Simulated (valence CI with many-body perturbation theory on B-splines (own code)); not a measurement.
E1 line list for N II

Calculated by relativistic CI+MBPT: four valence electrons over a frozen Dirac-Fock core [He], radial functions for each j: 11 s, 11 p, 9 d, 7 f, 5 g, 2 h, 1 i, with the one-electron correlation potential Σ1, the two-electron term Σ2, the three-electron term Σ3, Breit, model QED; selected CI, second order for the rest, scaled by the run's own slope (own B-spline code, finite nucleus).

Set against measurement, 39 paired levels are off by 56 cm⁻¹ on average, the worst by 162. These come from a selection out of the NIST Handbook of Basic Atomic Spectroscopic Data. Levels without a partner in it may be off by more. Among the levels kept, up to 670 cm⁻¹ of a level comes from second order outside the variational space, and about a tenth of that is noise between levels of different J, which matters for small intervals.

Lines 201 to 250 of 287 in falling wavelength, among levels below 27.061 eV, chosen from the strongest by gf and those to the six lowest levels. Wavelengths and rates use the calculated energies, so an error of 60 cm⁻¹ moves a line at 58.45 nm by 0.035 % and its rate by three times that or more. Electric multipoles are in the length gauge, E1 and E2 with the static RPA response of the core. Weak lines are less certain than strong ones. Lines between different terms over intervals too small for the method are left out, as are lines whose strength nearly cancels. The highest levels of a list are the least certain.

| λ vac (nm) | λ from measured levels | Upper | Lower | A (s⁻¹) | S (a.u.) |
| --- | --- | --- | --- | --- | --- |
| 62.96 |  | 2s 2p2 3s 5P_2 | 2s 2p3 5S°_2 | 1.08e+09 | 6.63e-01 |
| 62.93 |  | 2s 2p2 3s 5P_3 | 2s 2p3 5S°_2 | 1.07e+09 | 9.20e-01 |
| 61.09 |  | 2s2 2p 4s 3P°_1 | 2s2 2p2 1S_0 | 1.46e+06 | 4.93e-04 |
| 60.61 |  | 2s2 2p 4s 1P°_1 | 2s2 2p2 1S_0 | 3.37e+08 | 1.11e-01 |
| 58.45 | 58.41 | 2s2 2p 3d 3F°_2 | 2s2 2p2 1D_2 | 2.45e+07 | 1.21e-02 |
| 58.43 | 58.39 | 2s2 2p 3d 3F°_3 | 2s2 2p2 1D_2 | 2.31e+06 | 1.59e-03 |
| 58.25 | 58.22 | 2s2 2p 3d 1D°_2 | 2s2 2p2 1D_2 | 2.79e+09 | 1.36e+00 |
| 58.13 | 58.09 | 2s2 2p 3d 3D°_2 | 2s2 2p2 1D_2 | 1.48e+07 | 7.16e-03 |
| 58.12 | 58.08 | 2s2 2p 3d 3D°_3 | 2s2 2p2 1D_2 | 1.26e+06 | 8.54e-04 |
| 57.66 | 57.62 | 2s2 2p 3d 3P°_2 | 2s2 2p2 1D_2 | 3.22e+06 | 1.52e-03 |
| 57.50 | 57.46 | 2s2 2p 3d 1F°_3 | 2s2 2p2 1D_2 | 3.81e+09 | 2.50e+00 |
| 57.24 |  | 2s2 2p 3d 1P°_1 | 2s2 2p2 1D_2 | 3.82e+06 | 1.06e-03 |
| 56.38 |  | 2s2 2p 4d 3D°_1 | 2s2 2p2 1S_0 | 4.91e+06 | 1.30e-03 |
| 56.22 |  | 2s2 2p 4d 3P°_1 | 2s2 2p2 1S_0 | 3.46e+06 | 9.10e-04 |
| 56.03 |  | 2s2 2p 4d 1P°_1 | 2s2 2p2 1S_0 | 1.18e+09 | 3.08e-01 |
| 55.21 |  | 2s2 2p 4s 3P°_1 | 2s2 2p2 1D_2 | 7.60e+05 | 1.89e-04 |
| 55.13 |  | 2s2 2p 5s 3P°_1 | 2s2 2p2 1S_0 | 3.47e+06 | 8.61e-04 |
| 54.96 |  | 2s2 2p 5s 1P°_1 | 2s2 2p2 1S_0 | 1.51e+08 | 3.70e-02 |
| 54.82 |  | 2s2 2p 4s 1P°_1 | 2s2 2p2 1D_2 | 2.27e+08 | 5.53e-02 |
| 53.67 | 53.65 | 2s2 2p 3d 3F°_2 | 2s2 2p2 3P_2 | 2.44e+06 | 9.29e-04 |
| 53.65 | 53.64 | 2s2 2p 3d 3F°_3 | 2s2 2p2 3P_2 | 1.55e+07 | 8.27e-03 |
| 53.64 | 53.63 | 2s2 2p 3d 3F°_2 | 2s2 2p2 3P_1 | 6.60e+06 | 2.51e-03 |
| 53.50 | 53.49 | 2s2 2p 3d 1D°_2 | 2s2 2p2 3P_2 | 7.35e+05 | 2.78e-04 |
| 53.48 | 53.46 | 2s2 2p 3d 1D°_2 | 2s2 2p2 3P_1 | 2.73e+07 | 1.03e-02 |
| 53.40 | 53.39 | 2s2 2p 3d 3D°_1 | 2s2 2p2 3P_2 | 9.56e+07 | 2.16e-02 |
| 53.40 | 53.38 | 2s2 2p 3d 3D°_2 | 2s2 2p2 3P_2 | 9.35e+08 | 3.51e-01 |
| 53.39 | 53.37 | 2s2 2p 3d 3D°_3 | 2s2 2p2 3P_2 | 4.24e+09 | 2.23e+00 |
| 53.38 | 53.36 | 2s2 2p 3d 3D°_1 | 2s2 2p2 3P_1 | 1.70e+09 | 3.84e-01 |
| 53.37 | 53.36 | 2s2 2p 3d 3D°_2 | 2s2 2p2 3P_1 | 3.29e+09 | 1.23e+00 |
| 53.37 | 53.35 | 2s2 2p 3d 3D°_1 | 2s2 2p2 3P_0 | 2.46e+09 | 5.53e-01 |
| 53.00 | 52.99 | 2s2 2p 3d 3P°_2 | 2s2 2p2 3P_2 | 2.00e+09 | 7.35e-01 |
| 52.99 | 52.97 | 2s2 2p 3d 3P°_1 | 2s2 2p2 3P_2 | 1.06e+09 | 2.35e-01 |
| 52.98 | 52.96 | 2s2 2p 3d 3P°_2 | 2s2 2p2 3P_1 | 4.96e+08 | 1.82e-01 |
| 52.96 | 52.95 | 2s2 2p 3d 3P°_1 | 2s2 2p2 3P_1 | 6.99e+08 | 1.54e-01 |
| 52.96 | 52.94 | 2s2 2p 3d 3P°_0 | 2s2 2p2 3P_1 | 2.50e+09 | 1.84e-01 |
| 52.95 | 52.94 | 2s2 2p 3d 3P°_1 | 2s2 2p2 3P_0 | 7.35e+08 | 1.61e-01 |
| 52.86 | 52.85 | 2s2 2p 3d 1F°_3 | 2s2 2p2 3P_2 | 1.72e+06 | 8.75e-04 |
| 52.65 |  | 2s2 2p 3d 1P°_1 | 2s2 2p2 3P_2 | 5.40e+05 | 1.17e-04 |
| 52.61 |  | 2s2 2p 3d 1P°_1 | 2s2 2p2 3P_0 | 3.90e+06 | 8.41e-04 |
| 51.48 |  | 2s2 2p 4d 3F°_2 | 2s2 2p2 1D_2 | 5.58e+07 | 1.88e-02 |
| 51.47 |  | 2s2 2p 4d 3F°_3 | 2s2 2p2 1D_2 | 5.20e+06 | 2.45e-03 |
| 51.42 |  | 2s2 2p 4d 1D°_2 | 2s2 2p2 1D_2 | 1.10e+09 | 3.70e-01 |
| 51.33 |  | 2s2 2p 4d 3D°_2 | 2s2 2p2 1D_2 | 1.19e+07 | 3.98e-03 |
| 51.32 |  | 2s2 2p 4d 3D°_3 | 2s2 2p2 1D_2 | 3.82e+06 | 1.79e-03 |
| 51.21 |  | 2s2 2p 4d 3P°_2 | 2s2 2p2 1D_2 | 5.60e+06 | 1.85e-03 |
| 51.11 |  | 2s2 2p 4d 1F°_3 | 2s2 2p2 1D_2 | 1.91e+09 | 8.81e-01 |
| 51.04 |  | 2s2 2p 4d 1P°_1 | 2s2 2p2 1D_2 | 2.71e+06 | 5.33e-04 |
| 50.92 |  | 2s2 2p 4s 3P°_1 | 2s2 2p2 3P_2 | 1.17e+08 | 2.28e-02 |
| 50.92 |  | 2s2 2p 4s 3P°_0 | 2s2 2p2 3P_1 | 2.81e+08 | 1.83e-02 |
| 50.90 |  | 2s2 2p 4s 3P°_1 | 2s2 2p2 3P_1 | 6.96e+07 | 1.36e-02 |
